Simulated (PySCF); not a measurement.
## SMILES CO[C@H]1CCCO1, C5H10O2

Cartesian coordinates in Å; atom numbers follow the order of the lines, from 1:
```xyz
17

C     2.405   -0.242    0.780
O     1.173   -0.788    0.366
C     0.427    0.065   -0.461
C    -0.866   -0.659   -0.839
C    -1.742   -0.343    0.372
C    -1.256    1.054    0.780
O     0.030    1.239    0.195
H     2.257    0.690    1.332
H     3.050   -0.045   -0.085
H     2.868   -0.986    1.424
H     1.041    0.375   -1.323
H    -1.276   -0.224   -1.750
H    -0.690   -1.721   -0.978
H    -1.538   -1.059    1.167
H    -2.805   -0.354    0.142
H    -1.178    1.165    1.865
H    -1.907    1.844    0.390
```

Level of theory: PySCF 2.14.0, GIAO PBE0/pcSseg-1 magnetisability, rotational g tensor and spin-rotation constants, non-relativistic, gas phase. Geometry: GFN2-xTB.

(1) Give the nuclear spin-rotation constants along the inertial axes (H = +C I·J) beside the isotropic shieldings.

(2) How do the rotational constants and the g tensor change when H8, H9, H10, H11, H12, H13, H14, H15, H16, H17 are replaced by deuterium?

## Answers

(1) Rotational constants 5.0115, 2.1428, 1.8392 GHz. A star marks the isotopologue with that one atom substituted, in its own axes.
```tsv
atom	isotope	Caa (kHz)	Cbb (kHz)	Ccc (kHz)	mean (kHz)	σ (ppm)
H8	1H	-0.466	0.091	-0.180	-0.185	27.9
H9	1H	-0.351	-0.236	0.030	-0.186	28.7
H10	1H	-0.267	-0.198	-0.017	-0.161	28.1
H11	1H	-0.289	-0.233	0.071	-0.150	26.7
H12	1H	-0.366	-0.226	-0.023	-0.205	30.0
H13	1H	-0.493	0.033	-0.190	-0.217	29.8
H14	1H	-0.441	-0.214	0.018	-0.212	29.5
H15	1H	0.130	-0.219	-0.211	-0.100	30.1
H16	1H	-0.499	-0.092	0.004	-0.196	27.4
H17	1H	-0.126	-0.141	-0.096	-0.121	27.6
C1	13C*	0.819	0.447	0.400	0.555	130.9
O2	17O*	-0.810	-0.189	-0.172	-0.390	257.2
C3	13C*	1.366	0.571	0.553	0.830	77.0
C4	13C*	0.776	0.347	0.353	0.492	150.2
C5	13C*	0.817	0.288	0.301	0.469	160.6
C6	13C*	0.925	0.510	0.445	0.627	115.0
O7	17O*	-0.832	-0.146	-0.240	-0.406	248.2
```
For the geometry as given, no vibrational averaging.

(2) Constants 4.0203, 1.7551, 1.5292 GHz; g -0.0108, -0.0044, -0.0039, against -0.0135, -0.0050, -0.0050 before.
